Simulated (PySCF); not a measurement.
Radial density of Yb (ytterbium, neutral)

B2PLYP, [Xe] 4f14 5d2, high-spin 3F determinant (an excited configuration). All numbers are calculated (PySCF 2.14, scalar relativity by spin-free X2C-1e, in x2c-TZVPPall (11s7p7d4f2g, 113 functions)).

| r (bohr) | 4πr²ρ (e/bohr) | 4πr²(ρα − ρβ) |
| --- | --- | --- |
| 0.0143 | 96.07 | -0.0005 |
| 0.0241 | 83.36 | -0.0011 |
| 0.0405 | 104.6 | -0.0012 |
| 0.0682 | 124.0 | 0.0064 |
| 0.115 | 96.31 | 0.0160 |
| 0.193 | 108.7 | -0.0095 |
| 0.324 | 54.10 | -0.0237 |
| 0.546 | 59.06 | -0.0270 |
| 0.918 | 19.67 | 0.0072 |
| 1.54 | 7.795 | 0.3084 |
| 2.60 | 1.188 | 0.4217 |
| 4.37 | 0.3387 | 0.3333 |
| 7.35 | 0.1143 | 0.1142 |
| 12.4 | 0.002483 | 0.0025 |

Densities and radii are taken from the X2C orbitals without a picture-change correction, which distorts them close to the nucleus.

Spin-orbit coupling, absent here, splits the open shell strongly.

Q: Where is the radial spin density 4πr²(ρα − ρβ) most negative, and why is it negative at all?

A: Around r = 0.546 bohr, down to -0.0270 e/bohr: exchange with the open shell polarises the paired shells in an unrestricted calculation.
